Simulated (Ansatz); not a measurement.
One change: `[CH3][Al]([CH3])[C]#N` becomes `[CH3][Ga]([CH3])[C]#N`.

Ansatz, PBE0-D4/def2-TZVP geometries, multiplicity 1. 

Scalar relativity is left out up to krypton.

| property | `[CH3][Al]([CH3])[C]#N` |
| --- | --- |
| HOMO energy (B3LYP/def2-TZVPP) / eV | -8.18 |
| LUMO energy (B3LYP/def2-TZVPP) / eV | -1.88 |
| size of the dipole moment (PBE/def2-TZVPP) / D | 4.20 |
| HOMO–LUMO gap (B3LYP/def2-TZVPP) / eV | 6.30 |
| HOMO–LUMO gap (PBE0/def2-TZVPP) / eV | 6.76 |
| size of the dipole moment (ωB97M-V/def2-TZVPP) / D | 4.29 |

Problem. What does the change do to each property? (An estimate is asked.)

Solution. Ansatz gave: 
```
                                          property  `[CH3][Ga]([CH3])[C]#N`  shift
               HOMO energy (B3LYP/def2-TZVPP) / eV                    -8.17   0.01
               LUMO energy (B3LYP/def2-TZVPP) / eV                    -2.06  -0.18
    size of the dipole moment (PBE/def2-TZVPP) / D                     4.54   0.34
             HOMO–LUMO gap (B3LYP/def2-TZVPP) / eV                     6.11  -0.19
              HOMO–LUMO gap (PBE0/def2-TZVPP) / eV                     6.63  -0.13
size of the dipole moment (ωB97M-V/def2-TZVPP) / D                     4.64   0.35
```

Dipoles are sizes alone; their direction can turn.

B3LYP here is the variant with VWN-RPA as its local correlation; programs differ in this.
